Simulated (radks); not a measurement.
Isoelectronic series with 18 electrons, all held in the configuration [Ar], which need not be the ground one along the series. All-electron calculation, non-relativistic Kohn-Sham, BLYP, spin-polarised, spherical densities, point nucleus. Program: a radial shooting solver on a logarithmic mesh with Libxc functionals. Total energies (hartree) and mean radii <r> (bohr):

| ion | E (hartree) | 3p | 3s | 2p | 2s |
|---|---|---|---|---|---|
| Ar | -527.55104 | 1.669 | 1.412 | 0.3775 | 0.4167 |
| K+ | -599.76669 | 1.430 | 1.273 | 0.3514 | 0.3903 |
| Ca2+ | -676.91956 | 1.261 | 1.158 | 0.3287 | 0.3670 |
| Sc3+ | -758.99584 | 1.132 | 1.062 | 0.3086 | 0.3462 |
| Ti4+ | -845.98698 | 1.029 | 0.9811 | 0.2909 | 0.3277 |
| V5+ | -937.88722 | 0.9449 | 0.9121 | 0.2750 | 0.3110 |
| Cr6+ | -1034.69245 | 0.8743 | 0.8523 | 0.2608 | 0.2959 |
| Mn7+ | -1136.39968 | 0.8140 | 0.8001 | 0.2480 | 0.2821 |
